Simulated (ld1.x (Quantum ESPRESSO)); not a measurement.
**What the settings do to the TM potential of rubidium**

Base potential:

ld1.x (Quantum ESPRESSO) 7.5 input, shortened:

```
&input
   title='Rb', zed=37., rel=1, dft='PBE', iswitch=3,
   config='[Kr] 4d0 5s0 5p0'
 /
 &inputp
   pseudotype=2, tm=.true., lloc=0,
   nlcc=.true.
 /
3
4P  2  1   6.00   0.00  1.60  1.60  0.0
4D  3  2   0.00   0.00  3.10  3.10  0.0
4S  1  0   2.00   0.00  1.85  1.85  0.0
 &test
   configts(1)='4s2 4p6 4d0 5s0 5p0'
 /
```

All-electron outer shells of the reference configuration (PBE, scalar-relativistic, ld1.x):

| shell | level (eV) | outermost node (bohr) | outermost maximum (bohr) |
| --- | --- | --- | --- |
| 3d | -109.74 | – | 0.39 |
| 4s | -37.63 | 0.62 | 1.25 |
| 4p | -21.65 | 0.64 | 1.42 |
| 5s | -6.05 | 1.77 | 3.77 |
| 4d | -3.74 | 0.70 | 2.62 |
| 5p | -3.60 | 2.13 | 4.78 |

Cutoffs, loose and tight: the cutoffs (Ry, on a coarse ladder) from which the occupation-weighted sum of valence levels, in a spherical-Bessel basis at the reference potential, stays within 10 and 1 mRy of its value at 400 Ry. They do not see the model core or the augmentation charge, which bear on the density cutoff. Test errors are all-electron minus pseudo excitation energies from the reference, over the configurations 4s2 4p6 4d0 5s1 5p0; 4s2 4p6 4d0 5s0.5 5p0; 4s2 4p6 4d0 5s0 5p1; 4s1 4p6 4d0 5s1 5p0; 4s2 4p6 4d1 5s0 5p0; 4s2 4p5 4d0 5s1 5p0; 4s2 4p6 4d0.5 5s0.5 5p0. A dash means not determined; rows that change the core or the reference have their own tests. The largest error is taken over the tests solved by every variant that gives reliable tests at all: 4s1 4p6 4d0 5s1 5p0; 4s2 4p5 4d0 5s1 5p0; 4s2 4p6 4d0 5s0.5 5p0; 4s2 4p6 4d0 5s1 5p0; 4s2 4p6 4d0.5 5s0.5 5p0; 4s2 4p6 4d1 5s0 5p0.

A true bound ghost makes a file unfit for plane-wave use even where its test errors are small: the radial tests pick states by their node count and pass the ghost by. Where a test does run into it, the solver fails or the error is huge.

```csv
change,outcome,"cutoff, loose","cutoff, tight",bound ghosts,largest test error (meV)
base,generated,40 Ry,80 Ry,none,+253
"all radii but the core radius scaled by about 0.76 (s 1.40, p 1.22, d 2.34 bohr)",generated,80 Ry,160 Ry,p,-88
"all radii but the core radius scaled by about 0.90 (s 1.66, p 1.44, d 2.78 bohr)",generated,50 Ry,80 Ry,none,+145
"all radii but the core radius scaled by about 1.04 (s 1.92, p 1.66, d 3.22 bohr)",generated,35 Ry,70 Ry,none,+344
"all radii but the core radius scaled by about 1.19 (s 2.20, p 1.90, d 3.70 bohr)",generated,30 Ry,50 Ry,none,+699
"all radii but the core radius scaled by about 1.28 (s 2.36, p 2.04, d 3.96 bohr)",generated,25 Ry,35 Ry,none,+996
"all radii but the core radius scaled by about 1.36 (s 2.52, p 2.18, d 4.22 bohr)",generated,15 Ry,30 Ry,none,+1220
```

Reading the sweep of the scale of all radii but the core radius (base = 1) (base included, trends over the rows without a ghost): The loose cutoff falls from 50 Ry at 0.9 to 15 Ry at 1.36. A larger radius leaves more room for a smooth pseudo-wave, so fewer plane waves are needed; a smaller one forces it to follow the all-electron wave where it bends sharply. The median size of the test errors (rows with all tests solved) rises from 24.7 meV at 0.9 to 277.0 meV at 1.36. More of the atom is replaced by a form fitted at one configuration, so other configurations suffer as the radius grows. Bound ghosts are found at 0.76.
